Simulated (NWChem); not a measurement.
# GaHOBrF; SMILES [OH][Ga]([F])[Br]

```xyz
5

Ga     0.0130    -0.7324     0.0000
F     -1.4946    -1.6125     0.0000
Br    -0.0127     1.5166     0.0000
O      1.5152    -1.6566     0.0000
H      1.3710    -2.6104     0.0000
```
Atoms are numbered in this order, from 1.

Program: NWChem. Medium grid unless said otherwise, to which SCAN and Minnesota functionals are sensitive. Geometry: optimised at PBE0/def2-SVP.

Task: Order these by “highest occupied level (eV)”, lowest first: MN15/def2-SVP; OLYP/def2-SVP; MN15-L/def2-SVP; B3LYP/def2-SVP; BHandHLYP/def2-SVP.

Result: BHandHLYP/def2-SVP (-10.06), MN15/def2-SVP (-9.53), B3LYP/def2-SVP (-8.56), MN15-L/def2-SVP (-8.08), OLYP/def2-SVP (-7.36)
